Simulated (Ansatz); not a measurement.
Cartesian coordinates in Å:
```
C -0.5051 1.0584 0.7014
O 0.4735 0.1100 0.3202
B 0.2674 -0.8388 -0.6182
O 1.2475 -1.7151 -0.9350
Cl -1.2730 -0.9894 -1.4759
H -0.0600 1.6910 1.4685
H -1.3906 0.5649 1.1075
H -0.8040 1.6755 -0.1486
H 2.0442 -1.5566 -0.4200
```

The species carries charge 0 and has multiplicity 1.

(1) List the r2SCAN/def2-TZVPP orbital energies in eV (Ansatz 0.2.0). (An estimate is asked.)

Answers

(1) The calculation gave: Occupied: -2753.18, -516.55, -516.36, -274.63, -254.59, -193.12, -193.00, -192.96, -182.59, -27.96, -27.07, -21.50, -18.44, -14.59, -13.66, -12.19, -11.99, -10.64, -9.81, -9.60, -8.48, -8.12, -7.90, -7.72. Lowest empty: 0.39, 0.60, 1.62, 2.18, 2.71, 3.04, 3.42, 3.66.
